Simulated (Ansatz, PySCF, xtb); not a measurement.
Energy difference R1 + 2 R2 + R3 → 3 P1 + P2, each structure at its B3LYP-D3(BJ)/def2-TZVP stationary point, reached from a drawn start (curvature not checked).
P1: H2 (SMILES [H][H]), charge 0, multiplicity 1.
R1: HCl (SMILES Cl), charge 0, multiplicity 1.
R2, HF (SMILES F) (charge 0, multiplicity 1):
```xyz
2

F      0.000     0.000     0.462
H      0.000     0.000    -0.462
```
R3: SiH4 (SMILES [SiH4]), charge 0, multiplicity 1.
P2: ClF2HSi (SMILES F[SiH](F)Cl), charge 0, multiplicity 1.

P less R. No zero-point or thermal terms.

Correlated levels freeze the cores.

Run with Ansatz (Gaussian orbitals); PySCF for the D3/D4 terms; xtb for the GFN methods. Each number belongs to the level named beside it.

```json
[
 {"level": "GFN1-xTB", "reaction energy (kcal/mol)": "-98.28"},
 {"level": "BLYP-D3(BJ)/def2-TZVPP", "reaction energy (kcal/mol)": "-77.99"},
 {"level": "revPBE-D3(BJ)/def2-TZVPP", "reaction energy (kcal/mol)": "-73.70"},
 {"level": "B97M-V/def2-TZVPP", "reaction energy (kcal/mol)": "-80.57"},
 {"level": "PBE0-D3(BJ)/def2-TZVPP", "reaction energy (kcal/mol)": "-73.15"},
 {"level": "B2PLYP-D3(BJ)/def2-TZVPP", "reaction energy (kcal/mol)": "-78.85"},
 {"level": "SCS-MP2/cc-pV(D+d)Z", "reaction energy (kcal/mol)": "-66.44"},
 {"level": "SCS-MP2/cc-pV(T+d)Z", "reaction energy (kcal/mol)": "___"},
 {"level": "CCSD/cc-pV(Q+d)Z", "reaction energy (kcal/mol)": "___"}
]
```

Problem. What belongs in the gaps?

Solution. 
- SCS-MP2/cc-pV(T+d)Z, reaction energy (kcal/mol): -79.77
- CCSD/cc-pV(Q+d)Z, reaction energy (kcal/mol): -77.35

Ansatz is a quantum-chemistry and plane-wave program.
